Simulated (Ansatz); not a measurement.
Relaxation of CH$_{5}$FSSi (9 atoms, charge 0, multiplicity 1), to a largest force component of 0.015 eV/Å in at most 40 steps.

Level of theory: RKS PBE/6-31G* in Ansatz 0.2.0.

```xyz
9
Properties=species:S:1:pos:R:3:forces:R:3
F -1.636 0.857 0.361 -2.95 -0.54 -0.58
C -0.430 1.379 0.527 1.20 1.17 -0.58
S 0.624 0.080 1.112 1.87 -0.30 1.71
Si 0.576 -1.349 -0.452 -1.59 -0.28 0.37
H -0.071 1.788 -0.439 0.07 0.04 0.03
H -0.476 2.204 1.263 0.27 -0.13 0.18
H 1.542 -2.419 -0.228 0.57 -0.35 0.22
H -0.818 -1.936 -0.468 0.28 -0.12 -0.16
H 0.778 -0.651 -1.692 0.29 0.50 -1.19
```

**Question.** Where does it end, and by what steps?

**Answer.** The run converged. After 7 steps the energy has fallen by 0.338 eV; F1 moved furthest, 0.18 Å.

| step | energy less start (eV) | largest force component (eV/Å) | accepted |
| --- | --- | --- | --- |
| 0 | 0.0000 | 2.949 | yes |
| 1 | -0.2325 | 1.293 | yes |
| 2 | -0.3258 | 0.365 | yes |
| 3 | -0.3322 | 0.186 | yes |
| 4 | -0.3366 | 0.034 | yes |
| 5 | -0.3361 | 0.095 | no |
| 6 | -0.3374 | 0.019 | yes |
| 7 | -0.3381 | 0.009 | yes |

```xyz
9
Properties=species:S:1:pos:R:3
F -1.675 0.928 0.195
C -0.404 1.383 0.513
S 0.655 0.053 1.214
Si 0.489 -1.348 -0.426
H 0.058 1.792 -0.402
H -0.478 2.163 1.291
H 1.621 -2.313 -0.253
H -0.805 -2.101 -0.427
H 0.627 -0.603 -1.722
```

The run took 27 s on 1 thread of Arm Neoverse V1, on a shared host, peak memory 0.14 GiB.
